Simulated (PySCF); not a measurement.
A structure optimised at B3LYP-D3(BJ)/def2-SVP, used in a PySCF frequency run:

```xyz
7

Sn    -0.0374     0.2483     0.0000
N      1.9184    -0.2946     0.0000
F     -0.8528    -0.5846    -1.5535
F     -0.8528    -0.5846     1.5535
H     -0.4624     1.8960     0.0000
H      2.1280    -0.8635     0.8231
H      2.1280    -0.8635    -0.8231
```
Charge 0, spin multiplicity 1.

Question: Write its SMILES, formula and point group.

Answer: [NH2][SnH]([F])[F], F2H3NSn, Cs

Question: What are its rotational constants (standard atomic weights)?

Answer: 4.3922, 4.2405, 2.7764 GHz
